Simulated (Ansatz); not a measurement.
C2H6ClGaO2 (`C[O][Ga]([Cl])[O]C`), relaxed with RKS PBE0-D4/def2-TZVP in Ansatz from a PBE-D4/def2-SVP geometry. The force threshold is 0.005 eV/Å; the program also tests the step.

Charge 0, multiplicity 1.

Start:

```xyz
12

C     1.854   -0.122    0.400
O     0.966   -0.372    1.474
Ga   -0.821   -0.427    1.331
Cl   -1.903   -0.984    3.087
O    -1.795   -0.064   -0.131
C    -1.268    0.426   -1.350
H     1.633    0.823   -0.148
H     2.881   -0.031    0.815
H     1.872   -0.950   -0.347
H    -0.961    1.497   -1.283
H    -2.066    0.359   -2.123
H    -0.393   -0.155   -1.726
```

Q: How much energy does the relaxation release, and in how many steps? (Best estimate.)

A: Computed: 6.02 kJ/mol, in 9 steps.

Q: Which bonds change most? (Estimate.)

A: Computed: Ga3–O5 from 1.794 to 1.769 Å; O2–Ga3 from 1.794 to 1.769 Å; Ga3–Cl4 from 2.136 to 2.113 Å; C6–H10 from 1.116 to 1.096 Å.

Q: Give the relaxed structure. (Estimate.)

A: The calculation gave: 
```xyz
12

C     1.832   -0.093    0.392
O     0.950   -0.427    1.437
Ga   -0.815   -0.426    1.321
Cl   -1.885   -0.984    3.055
O    -1.771   -0.003   -0.106
C    -1.243    0.401   -1.347
H     1.591    0.867   -0.078
H     2.838   -0.018    0.812
H     1.851   -0.861   -0.390
H    -0.816    1.410   -1.301
H    -2.060    0.415   -2.073
H    -0.472   -0.281   -1.723
```
